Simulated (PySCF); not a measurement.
**Two-component Hartree-Fock for In⁺ (indium, charge +1)**

Start: [Kr] 4d10 5s1 5d1; 5s1/2 filled at m_j = +1/2; 5d5/2 filled at m_j = +5/2. Calculated with PySCF 2.14 in x2c-TZVPall-2c with one added diffuse shell each of s, p, d, f type (9s10p6d3f, 90 functions): generalised Hartree-Fock with the X2C-1e Hamiltonian and a Gaussian nucleus; one run each with spin-orbit coupling (SO) switched off, then screened by Boettger's factors. This is a chosen level, not necessarily the ground level.

```
spinor shell  electrons  ε, spin-free (eV)  ε, screened SO (eV)  weight of nominal j (screened SO)  rms radius, screened SO (bohr)
       1s1/2          2           -28094.0             -28091.5                              1.000                          0.0340
       2s1/2          2            -4307.7              -4307.0                              1.000                           0.139
       2p1/2          2            -3860.6              -4006.8                              1.000                           0.120
       2p3/2          4            -3860.6              -3793.7                              1.000                           0.125
       3s1/2          2            -866.34              -866.18                              1.000                           0.371
       3p1/2          2            -716.31              -743.60                              1.000                           0.365
       3p3/2          4            -716.31              -703.78                              1.000                           0.376
       3d3/2          4            -484.01              -488.71                              1.000                           0.350
       3d5/2          6            -484.01              -480.75                              1.000                           0.353
       4s1/2          2            -156.57              -156.56                              1.000                           0.908
       4p1/2          2            -109.64              -114.46                              1.000                           0.970
       4p3/2          4            -109.64              -107.46                              1.000                            1.00
       4d3/2          4            -39.800              -40.384                              0.988                            1.25
       4d5/2          6            -39.800              -39.427                              0.992                            1.27
       5s1/2          1            -21.565              -21.578                              1.000                            2.61
       5d5/2          1             -5.866               -5.856                              1.000                            6.15
```

| quantity | spin-free | screened SO |
| --- | --- | --- |
| E (hartree) | -5877.02039 | -5878.30276 |
| M_J | 3 | 3 |
| ⟨J²⟩ | 12.001 | 12.001 |
| ⟨L²⟩ | 6.000 | 6.016 |
| ⟨S²⟩ | 2.001 | 2.017 |

Each row is a mean over spinors that exchange with the open shell spreads, by up to 0.402 eV (4s1/2).

Breit and QED terms are absent; they matter most for the inner s and p1/2 levels.

Densities and radii are taken from the X2C orbitals without a picture-change correction, which distorts them close to the nucleus.

Without spin-orbit coupling the j labels of p, d and f shells carry no meaning; the spin-free column gives the mean over the occupied spinors of each nl shell.
